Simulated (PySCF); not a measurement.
# SMILES N1=CC2=CC=CC(Cl)=C2N1, C₇H₅ClN₂

Molfile (atoms numbered from 1):
```
C7H5ClN2
     RDKit          3D

 15 16  0  0  0  0  0  0  0  0999 V2000
   -0.3211    3.1520   -0.0086 Cl  0  0  0  0  0  0  0  0  0  0  0  0
   -0.5246    1.4299   -0.0086 C   0  0  0  0  0  0  0  0  0  0  0  0
   -1.7715    0.8502   -0.0213 C   0  0  0  0  0  0  0  0  0  0  0  0
   -1.9172   -0.5446   -0.0205 C   0  0  0  0  0  0  0  0  0  0  0  0
   -0.8327   -1.3874   -0.0079 C   0  0  0  0  0  0  0  0  0  0  0  0
    0.4428   -0.8172    0.0042 C   0  0  0  0  0  0  0  0  0  0  0  0
    1.7811   -1.2924    0.0181 C   0  0  0  0  0  0  0  0  0  0  0  0
    2.6302   -0.2983    0.0258 N   0  0  0  0  0  0  0  0  0  0  0  0
    1.9222    0.8355    0.0178 N   0  0  0  0  0  0  0  0  0  0  0  0
    0.5895    0.5936    0.0044 C   0  0  0  0  0  0  0  0  0  0  0  0
   -2.6495    1.4765   -0.0322 H   0  0  0  0  0  0  0  0  0  0  0  0
   -2.9160   -0.9534   -0.0302 H   0  0  0  0  0  0  0  0  0  0  0  0
   -0.9532   -2.4592   -0.0072 H   0  0  0  0  0  0  0  0  0  0  0  0
    2.1284   -2.3058    0.0220 H   0  0  0  0  0  0  0  0  0  0  0  0
    2.3870    1.7287    0.0223 H   0  0  0  0  0  0  0  0  0  0  0  0
  1  2  1  0
  2  3  1  0
  3  4  2  0
  4  5  1  0
  5  6  2  0
  6  7  1  0
  7  8  2  0
  8  9  1  0
  9 10  1  0
 10  2  2  0
 10  6  1  0
  3 11  1  0
  4 12  1  0
  5 13  1  0
  7 14  1  0
  9 15  1  0
M  END
```

Method used: PySCF 2.14.0, GIAO HF/pcSseg-1 magnetisability, rotational g tensor and spin-rotation constants, non-relativistic, gas phase. Geometry: GFN2-xTB.

Problem. Give the nuclear spin-rotation constants along the inertial axes (H = +C I·J) beside the isotropic shieldings.

Solution. Rotational constants 1.8276, 1.1547, 0.7076 GHz. A star marks the isotopologue with that one atom substituted, in its own axes.
```csv
atom,isotope,Caa (kHz),Cbb (kHz),Ccc (kHz),mean (kHz),σ (ppm)
Cl1,35Cl,0.223,0.224,0.147,0.198,850.1
N8,14N,0.596,0.228,0.035,0.286,-108.9
N9,14N,0.194,0.168,0.046,0.136,84.2
H11,1H,0.122,-0.074,-0.068,-0.007,24.2
H12,1H,-0.191,0.117,-0.068,-0.047,24.7
H13,1H,0.058,-0.030,-0.067,-0.013,23.9
H14,1H,0.208,-0.117,-0.068,0.008,23.6
H15,1H,-0.090,0.059,-0.065,-0.032,22.1
C2,13C*,0.772,0.353,0.100,0.408,70.4
C3,13C*,0.847,0.411,0.081,0.446,56.3
C4,13C*,0.571,0.545,0.065,0.394,68.6
C5,13C*,0.730,0.478,0.062,0.423,63.2
C6,13C*,0.757,0.446,0.070,0.424,64.6
C7,13C*,0.913,0.362,0.109,0.461,48.8
C10,13C*,0.739,0.534,0.088,0.454,44.4
```
For the geometry as given, no vibrational averaging.
